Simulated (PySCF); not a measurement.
CH₇NOSi, SMILES CO[SiH2]N.

Coordinates come from a B3LYP-D3(BJ)/def2-SVP optimisation. Other conformers were not sampled.

All values below come from CAM-B3LYP/def2-TZVP (PySCF).

Symmetry labels are those of the subgroup Cs that the program uses (full group Cs).

Question: List the valence orbital energies around the gap with their symmetry. (An estimate is asked for; the answer gives what the named calculation found.)

Answer: 
```csv
orbital,symmetry,energy (eV)
HOMO−7,A',-14.39
HOMO−6,A",-14.09
HOMO−5,A',-13.99
HOMO−4,A',-12.25
HOMO−3,A",-11.13
HOMO−2,A',-10.11
HOMO−1,A",-9.32
HOMO,A',-9.27
LUMO,A',1.52
LUMO+1,A',2.05
LUMO+2,A',2.96
LUMO+3,A',3.35
```
